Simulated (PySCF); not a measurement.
# What a mistake does to a calculation on B2H5OSi cation

Calculated results; nothing here was measured. The program is PySCF 2.14.0, an open-source quantum chemistry code, run on an isolated molecule that a program drew, which may never have been made. The molecule is B2H5OSi cation (charge +1, singlet), drawn as the SMILES string `BB(O)[SiH2+]`.

Each row is a Hartree-Fock (HF) and frozen-core CCSD(T) single point in the cc-pV(D+d)Z basis, meant for a local HF minimum. Run 1 is clean. Each other run has one planted mistake out of seven kinds, and not every kind appears here: one electron removed, one electron added, multiplicity raised by two, geometry at a saddle point, minimal basis STO-3G, one bond length entered in bohr, all coordinates scaled. The reference is restricted for singlets and unrestricted otherwise, and also for a bond in bohr. Adding or removing an electron swaps singlet and doublet. Electrons count all cores. HOMO and LUMO are orbital energies over both spins, the gradient is its largest component, and the lowest frequency (negative if imaginary) is given only where the gradient is small. Bond lengths are over the 8 bonds as drawn. T1 is the CCSD diagnostic: over 0.02 (restricted) or 0.045 (unrestricted) a single reference is doubtful.

Geometry of the clean run:
```xyz
9
B2H5OSi cation, angstrom
B    -3.1898    0.5236    1.1808
B    -1.6302    0.0518    1.6918
O    -0.8729    0.3788    2.7402
Si   -0.4527   -1.3245    0.6121
H    -3.3241    1.4445    0.4302
H    -4.1496   -0.1022    1.5220
H    -1.2240    1.0015    3.3683
H    -0.4577   -2.7743    0.8557
H     0.5372   -0.9340   -0.4020
```

| run | electrons | basis functions | <S^2> | HOMO (eV) | LUMO (eV) | gradient (hartree/bohr) | lowest frequency (cm^-1) | mean bond (Å) | longest bond (Å) | T1 | HF (hartree) | CCSD(T) (hartree) | mistake |
|---|---|---|---|---|---|---|---|---|---|---|---|---|---|
| 1 | 36 | 90 | 0.000 | -15.84 | -5.57 | 3.0e-05 | 68 | 1.4291 | 2.109 | 0.0156 | -415.79947 | -416.28051 | no fault |
| 2 | 36 | 90 | 0.942 | -14.84 | -5.75 | 2.9e-02 | - | 1.5775 | 2.521 | 0.0297 | -415.64327 | -416.08936 | one bond length entered in bohr |
| 3 | 36 | 90 | 0.000 | -15.63 | -6.19 | 2.7e-05 | -206 | 1.4380 | 2.160 | 0.0170 | -415.78365 | -416.26666 | geometry at a saddle point |
| 4 | 35 | 90 | 0.777 | -23.81 | -13.47 | 8.2e-02 | - | 1.4291 | 2.109 | 0.0231 | -415.26085 | -415.72612 | one electron removed |
| 5 | 37 | 90 | 0.770 | -7.16 | 1.28 | 2.4e-02 | - | 1.4291 | 2.109 | 0.0178 | -416.03216 | -416.53180 | one electron added |
| 6 | 36 | 90 | 2.036 | -13.33 | -7.49 | 6.8e-02 | - | 1.4291 | 2.109 | 0.0270 | -415.70891 | -416.19125 | ? |

**Which mistake was planted in run 6, and what did it cost?**

Electrons, basis and geometry are unchanged, and <S^2> is 2.036, beside S(S+1) = 2.00 for a multiplicity of 3. So the mistake is: multiplicity raised by two. Subtracting run 1 and multiplying by 627.51 kcal/mol a hartree, the energy moved by 56.8 kcal/mol in HF and 56.0 kcal/mol in CCSD(T).

